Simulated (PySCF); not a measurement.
UHF on B⁺ (boron, charge +1)

Configuration: [He] 2s2, closed-shell 1S. All numbers are calculated (PySCF 2.14, no relativity, point nucleus, in pcseg-2 (4s3p2d1f, 30 functions)).

| Property | Result |
| --- | --- |
| Total energy | -24.234825 hartree |
| One-electron energy | -30.3452 hartree |
| Hartree (Coulomb) energy | 9.5931 hartree |
| Exchange energy | -3.4828 hartree |
| Kinetic energy | 24.20614 hartree |
| ⟨S²⟩ | 0.0000 |
| ⟨L²⟩ | 0.000 |
| Sum of ⟨r⟩ | 4.249 bohr |
| Sum of ⟨r²⟩ | 7.942 bohr² |
| Density at the nucleus (Gaussians lack the cusp) | 70.3 bohr⁻³ |
| Langevin diamagnetic susceptibility | -6.29 ×10⁻⁶ cm³/mol |
| Time after the integrals | 0.1 s of wall time on 1 thread of AMD EPYC 7R43 64-Core Processor (shared host) |

| shell | electrons | mean orbital energy (eV) | rms radius, mean of both spins (bohr) |
| --- | --- | --- | --- |
| 1s | 2 | -222.83 | 0.379 |
| 2s | 2 | -23.769 | 1.96 |
